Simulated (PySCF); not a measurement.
Compound: C5H12SSi (charge +1 and doublet state).
SMILES with atom numbers: `[CH3:1][CH2:2][CH2:3][S+:4][SiH:5]1[CH2:6][CH2:7]1` (hydrogens: H8, H9, H10 on C1; H11, H12 on C2; H13, H14 on C3; H15 on Si5; H16, H17 on C6; H18, H19 on C7)

Geometry (GFN2-xTB, Å), atoms numbered from 1 in this order:
```
atom  x, y, z in Å
C1    -1.9379    0.0437    1.1870
C2    -2.2331   -0.8622    0.0034
C3    -1.5057   -0.4669   -1.2727
S4     0.2919   -0.8495   -1.2064
Si5    1.1467    0.7120   -0.0801
C6     3.1104    0.5889   -0.1299
C7     2.5625    0.0861    1.1293
H8    -0.8835   -0.0064    1.4761
H9    -2.1921    1.0766    0.9601
H10   -2.5247   -0.2694    2.0462
H11   -3.3018   -0.8172   -0.2180
H12   -1.9948   -1.8973    0.2532
H13   -1.6239    0.5901   -1.5018
H14   -1.8627   -1.0587   -2.1145
H15    0.5614    2.0138    0.1370
H16    3.6165    1.5430   -0.1296
H17    3.5025   -0.1226   -0.8430
H18    2.6828    0.6856    2.0197
H19    2.5756   -0.9804    1.3069
```

The hyperfine couplings belong to this conformer and change with its torsions.

Computed with UKS B3LYP, pcH-1 on C H S Si, non-relativistic, mean-field spin-orbit, GIAO (PySCF). One conformer (not necessarily the lowest) at the GFN2-xTB geometry, without solvent, vibrations or thermal averaging. Couplings are sensitive to structure, and on GFN2-xTB geometries they can be far from those on DFT ones, by a factor of two or more for some ions and for spin on atoms past the first row. No stability test was run, so a lower SCF solution isn't excluded.

(1) Match the computed a_iso(13C) values +26.8, +11.8, -4.6, -1.0 MHz (means over equivalent nuclei) with the sites C1; C2; C3; C6/C7.

## Answers

(1) 
```
 site  a_iso (MHz)  ρ(0) (bohr⁻³)          position  distance from S4 (Å)  spin population  largest |T| (MHz)
   C1         -1.0        -0.0009   3 bonds from S4                  3.39             0.00                1.3
   C2        +11.8        +0.0104   2 bonds from S4                  2.80            +0.01                4.1
   C3         -4.6        -0.0042    1 bond from S4                  1.84            -0.01                2.6
C6/C7        +26.8        +0.0238  a main spin site                  3.37            +0.26               46.8
```

ρ(0) is the spin density at the nucleus and T the dipolar tensor; a_iso includes a spin–orbit part; entries for several nuclei are means. Largest spin populations (Mulliken): S4 (+0.29), C6 (+0.26), C7 (+0.26) and Si5 (+0.18). Four atoms exceed +0.15. Main spin sites, with 60 % or more of the largest population: S4, Si5, C6, C7; positions count bonds from the nearest.

Examples of negative spin density at the nucleus (bohr⁻³): Si5 (-0.0199), H15 (-0.0043) and C3 (-0.0042).

Nuclei that the bonding pattern makes equivalent are averaged, as if the motion that swaps them (rotation, inversion, ring flip) were fast. The three 1H nuclei of mean +3.6 MHz run from -0.2 to 5.7 MHz in the frozen geometry. The 1H value of +8.2 MHz is a mean of couplings from -0.2 to 16.5 MHz in this one geometry, not an average over conformers. The 1H value of +4.7 MHz is a mean of couplings from 0.1 to 9.4 MHz in this one geometry, not an average over conformers.

S4, the radical centre as drawn in `CCC[S+][SiH]1CC1`, holds a spin population of +0.29 out of 1.
